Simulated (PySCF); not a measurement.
**Radial density of Se³⁺ (selenium, charge +3)**

M06-2X, [Ar] 3d10 4s2 4p1, 2P determinant. Calculation: PySCF 2.14, in aug-cc-pVDZ-PP with ECP10MDF (5s4p3d, 32 functions); a scalar-relativistic core potential. This is the valence pseudo-density: the core potential removes the inner electrons and smooths the orbitals near the nucleus.

```csv
r (bohr),4πr²ρ (e/bohr),4πr²(ρα − ρβ)
0.000659,2.973e-05,0.0000
0.00111,8.398e-05,0.0000
0.00186,0.0002366,0.0000
0.00313,0.0006611,0.0000
0.00527,0.001807,0.0000
0.00887,0.004660,0.0000
0.0149,0.01047,0.0000
0.0251,0.01902,0.0000
0.0422,0.03542,0.0001
0.0710,0.1459,0.0001
0.119,1.148,0.0006
0.201,6.722,0.0120
0.338,23.99,0.0994
0.568,29.84,0.0613
0.955,8.656,0.1397
1.61,2.597,0.6747
2.70,0.4864,0.2245
4.55,0.007821,0.0050
7.65,2.542e-05,0.0000
```

Energies and moments cover only the electrons outside the core potential.
